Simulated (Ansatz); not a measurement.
Abridged output of a molecular run in Ansatz:

```
Functional definition: HF
1761 factors; integrals over basis functions are off by at most 1.7e-3 eV
mean field evaluation 1: about -18683.0469 eV, gradient 3.2e1 eV
mean field evaluation 2: about -18683.3283 eV, gradient 3.2e1 eV
mean field evaluation 4: about -18686.5426 eV, gradient 5.2e0 eV
mean field evaluation 8: about -18686.6249 eV, gradient 2.8e-1 eV
mean field -18686.62531981 eV, -686.7208142534 hartree, gradient 9.6e-6 eV, S^2 0.000000; 0 other end points of the search recorded, 0 dependent functions left out
13 core orbitals not correlated: weight in the atoms' cores, before any rotation towards them, 1.000 or more for the frozen orbitals, at most 0.000 for the correlated occupied ones
reference -18686.62531981 eV, -686.7208142534 hartree; 15, 15 occupied and 275, 275 virtual orbitals, 1761 factors
second order -21.63444318 eV of doubles, -0.00000000 eV of singles
cycle   1  -22.60151836 eV  change   -9.7e-1 eV  update   1.1e-1
cycle   2  -23.24745239 eV  change   -6.5e-1 eV  update   3.4e-2
cycle   3  -23.37048258 eV  change   -1.2e-1 eV  update   1.7e-2
cycle   4  -23.36049861 eV  change    1.0e-2 eV  update   4.5e-3
cycle   5  -23.35874279 eV  change    1.8e-3 eV  update   2.3e-3
cycle   6  -23.35915250 eV  change   -4.1e-4 eV  update   7.8e-4
cycle   7  -23.35877700 eV  change    3.8e-4 eV  update   4.4e-4
cycle   8  -23.35865732 eV  change    1.2e-4 eV  update   1.9e-4
cycle   9  -23.35875369 eV  change   -9.6e-5 eV  update   9.7e-5
cycle  10  -23.35875968 eV  change   -6.0e-6 eV  update   4.0e-5
cycle  11  -23.35874708 eV  change    1.3e-5 eV  update   1.5e-5
perturbative correction -0.86483292 eV, -0.0317820236 hartree
Total energy: -18710.84889981 eV, -687.6110143991 hartree
```

Its atoms:

```xyz
14

C     0.530    0.224    1.833
O     0.516    1.336    0.993
C     1.252    1.108   -0.198
Al    0.353   -0.100   -1.495
Si   -1.876   -1.027   -1.035
H    -0.091    0.448    2.701
H     1.548   -0.019    2.170
H     0.119   -0.671    1.332
H     2.283    0.793    0.037
H     1.358    2.086   -0.687
H     1.096   -0.399   -2.873
H    -1.745   -2.464   -0.647
H    -2.778   -0.981   -2.221
H    -2.566   -0.334    0.090
```

(1) Which basis set was used?
A. def2-SVPD
B. def2-TZVPPD
C. def2-SVP
D. def2-TZVPP

(2) Write the keys of the input that set method, charge and spin (a neutral closed shell needs none for the last two).

Answers

(1) D. It gives 303 functions.

(2) 
```yaml
correlation: {method: ccsd_t}
```
